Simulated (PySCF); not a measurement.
# `N#C[C@H]1C[Si@@H]1[SiH](N)N`, C$_{3}$H$_{9}$N$_{3}$Si$_{2}$

Molfile (atoms numbered from 1):
```
C3H9N3Si2
     RDKit          3D

 17 17  0  0  0  0  0  0  0  0999 V2000
    4.1603    0.1271    1.5775 N   0  0  0  0  0  0  0  0  0  0  0  0
    3.1935    0.4116    1.0246 C   0  0  0  0  0  0  0  0  0  0  0  0
    1.9930    0.7201    0.3693 C   0  0  1  0  0  0  0  0  0  0  0  0
    1.7364    0.0439   -0.9820 C   0  0  0  0  0  0  0  0  0  0  0  0
    0.5753   -0.5837    0.3669 Si  0  0  2  0  0  4  0  0  0  0  0  0
   -1.5685    0.2005    0.5282 Si  0  0  0  0  0  4  0  0  0  0  0  0
   -2.3943   -1.0986    1.3173 N   0  0  0  0  0  0  0  0  0  0  0  0
   -2.1547    0.4695   -1.0681 N   0  0  0  0  0  0  0  0  0  0  0  0
    1.7353    1.7709    0.4343 H   0  0  0  0  0  0  0  0  0  0  0  0
    1.3751    0.7087   -1.7549 H   0  0  0  0  0  0  0  0  0  0  0  0
    2.5468   -0.5772   -1.3384 H   0  0  0  0  0  0  0  0  0  0  0  0
    1.0831   -1.8386    0.9291 H   0  0  0  0  0  0  0  0  0  0  0  0
   -1.7508    1.5150    1.1663 H   0  0  0  0  0  0  0  0  0  0  0  0
   -2.0661   -1.4327    2.2083 H   0  0  0  0  0  0  0  0  0  0  0  0
   -3.4021   -1.1074    1.3115 H   0  0  0  0  0  0  0  0  0  0  0  0
   -2.0251   -0.2388   -1.7716 H   0  0  0  0  0  0  0  0  0  0  0  0
   -3.0442    0.9218   -1.2022 H   0  0  0  0  0  0  0  0  0  0  0  0
  1  2  3  0
  2  3  1  0
  3  4  1  0
  4  5  1  0
  5  6  1  0
  6  7  1  0
  6  8  1  0
  5  3  1  0
  3  9  1  6
  4 10  1  0
  4 11  1  0
  5 12  1  1
  6 13  1  0
  7 14  1  0
  7 15  1  0
  8 16  1  0
  8 17  1  0
M  END
```

Computed with TDDFT CAM-B3LYP/def2-SVPD circular dichroism and optical rotation, one conformer, gas phase (PySCF 2.14.0). Geometry: GFN2-xTB.

The molecule is flexible and this is one conformer; a measurement averages over conformers.

Q: What are the CIP labels of the stereocentres?

A: C3 S, Si5 S.

Q: List the lowest 8 singlet excitations with oscillator and rotatory strengths.

A: Rotatory strengths R in 10⁻⁴⁰ esu² cm², velocity form and length form (origin at the centre of mass); f in length form.
```
state  E (eV)  λ (nm)       f  R (velocity)  R (length)                                  main
    1    5.64     220   0.243         +46.8       +47.1                        HOMO→LUMO 0.87
    2    5.82     213   0.016          +7.2        +7.5    HOMO→LUMO+1 0.57, HOMO→LUMO+2 0.17
    3    5.97     208   0.021         -13.4       -12.6    HOMO−1→LUMO 0.77, HOMO→LUMO+1 0.12
    4    6.33     196   0.020         -19.6       -16.9                    HOMO−1→LUMO+1 0.76
    5    6.35     195   0.003          +3.3        +2.4                      HOMO−2→LUMO 0.82
    6    6.56     189   0.029         -44.5       -43.3                      HOMO−3→LUMO 0.80
    7    6.69     185  0.0008          -1.7        -2.0    HOMO→LUMO+4 0.28, HOMO→LUMO+6 0.18
    8    7.05     176   0.025          +8.9        +9.3  HOMO−1→LUMO+2 0.21, HOMO→LUMO+3 0.20
```

Among the states computed, the strongest CD band (largest |R|) is state 1. The largest dissymmetry factor in size, g = 4R/(D+G), with D and G the electric and magnetic dipole strengths, is -0.019 for state 7 (velocity form, f = 0.0009), among bands with |R| over 0.5. The mirror image has the same energies and oscillator strengths and all R with the opposite sign.
